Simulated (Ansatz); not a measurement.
Coupled-cluster run, BH₉O₃Si₃, SMILES `[SiH3]OB(O[SiH3])O[SiH3]`.

```yaml
crystal:
  periodic: [false, false, false]
  atoms:
    - {symbol: Si, position_ang: [1.329815, 0.522755, 2.325631]}
    - {symbol: O, position_ang: [0.025157, 0.273389, 1.337802]}
    - {symbol: B, position_ang: [-0.001828, -0.002420, 0.002813]}
    - {symbol: O, position_ang: [1.164566, -0.104322, -0.695820]}
    - {symbol: Si, position_ang: [1.394507, -0.426820, -2.303035]}
    - {symbol: O, position_ang: [-1.195154, -0.176094, -0.633403]}
    - {symbol: Si, position_ang: [-2.728475, -0.099912, -0.014292]}
    - {symbol: H, position_ang: [2.196942, -0.681176, 2.351876]}
    - {symbol: H, position_ang: [0.784358, 0.781508, 3.678360]}
    - {symbol: H, position_ang: [2.112770, 1.695452, 1.863238]}
    - {symbol: H, position_ang: [0.739701, 0.610100, -3.138511]}
    - {symbol: H, position_ang: [0.850769, -1.764476, -2.645252]}
    - {symbol: H, position_ang: [2.858705, -0.404918, -2.526683]}
    - {symbol: H, position_ang: [-2.912750, -1.127084, 1.040683]}
    - {symbol: H, position_ang: [-3.647699, -0.366930, -1.144819]}
    - {symbol: H, position_ang: [-2.994085, 1.248348, 0.545813]}
basis:
  gaussian: {orbitals: def2-TZVPP}
correlation: {method: ccsd_t}
output: {orbitals: {seedname: orbitals}}
```

```sh
$ ansatz run in.yaml --threads 2 --pin off --events-out ev --progress --plain --max-ram 20480MiB --backend cuda --devices 0, --max-vram 18GiB
```

Output of Ansatz, abridged:

```
Functional definition: HF
  name "HF"
  cite "Fock, Z. Phys. 61, 126 (1930) doi:10.1007/BF01340294"
  parent pbe
  exchange = exact_x
  correlation = 0
2215 factors; integrals over basis functions are off by at most 1.1e-3 eV
mean field evaluation 1: about -30517.8731 eV, gradient 5.5e1 eV
mean field evaluation 2: about -30518.2997 eV, gradient 5.6e1 eV
mean field evaluation 4: about -30524.5708 eV, gradient 4.5e0 eV
mean field evaluation 8: about -30524.6587 eV, gradient 1.2e-1 eV
mean field -30524.65881135 eV, -1121.7605209602 hartree, gradient 2.5e-6 eV, S^2 0.000000; 0 other end points of the search recorded, 0 dependent functions left out
19 core orbitals not correlated: weight in the atoms' cores, before any rotation towards them, 1.000 or more for the frozen orbitals, at most 0.000 for the correlated occupied ones
reference -30524.65881135 eV, -1121.7605209602 hartree; 21, 21 occupied and 336, 336 virtual orbitals, 2215 factors
second order -31.61227467 eV of doubles, -0.00000000 eV of singles
cycle   1  -32.34856901 eV  change   -7.4e-1 eV  update   1.3e-1
cycle   2  -33.23473821 eV  change   -8.9e-1 eV  update   3.8e-2
cycle   3  -33.42561147 eV  change   -1.9e-1 eV  update   1.9e-2
cycle   4  -33.40096504 eV  change    2.5e-2 eV  update   3.9e-3
cycle   5  -33.40023156 eV  change    7.3e-4 eV  update   1.7e-3
cycle   6  -33.40113118 eV  change   -9.0e-4 eV  update   4.5e-4
cycle   7  -33.40078900 eV  change    3.4e-4 eV  update   1.5e-4
cycle   8  -33.40072835 eV  change    6.1e-5 eV  update   4.3e-5
cycle   9  -33.40074965 eV  change   -2.1e-5 eV  update   1.7e-5
perturbative correction -1.15461589 eV, -0.0424313515 hartree
Total energy: -30559.21417689 eV, -1123.0304072214 hartree
```

It took 12 s on 2 threads of an AMD EPYC 7R13 on a shared host and a share of an NVIDIA H100 80 GB, with 0.86 GiB of host memory at the peak.

Correlation energy per correlated electron: -0.823 eV. T1 diagnostic: 0.0123.
